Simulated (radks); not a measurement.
Values are calculated unless marked as measured or tabulated.
All-electron atom: Zn VIII in [Ar] 3d5. Code: a radial shooting solver on a logarithmic mesh with Libxc functionals. Model: Dirac Kohn-Sham, PBE, spin-unpolarised, spherical densities, point nucleus; open shells fill j = l - 1/2 first.

Spin-orbit splittings of the eigenvalues, e(l+1/2) - e(l-1/2), with zeta = 2 splitting/(2l+1) and mean radii in bohr:

| shell | occ. | splitting (eV) | zeta (eV) | <r> j=l-1/2 | <r> j=l+1/2 |
|---|---|---|---|---|---|
| 2p | 6 | 23.85 | 15.90 | 0.1959 | 0.1993 |
| 3p | 6 | 3.527 | 2.351 | 0.6578 | 0.6659 |
| 3d | 5 | 0.5416 | 0.2166 | 0.6725 | 0.6751 |
| 4p | 0 | 0.7044 | 0.4696 | 1.649 | 1.662 |
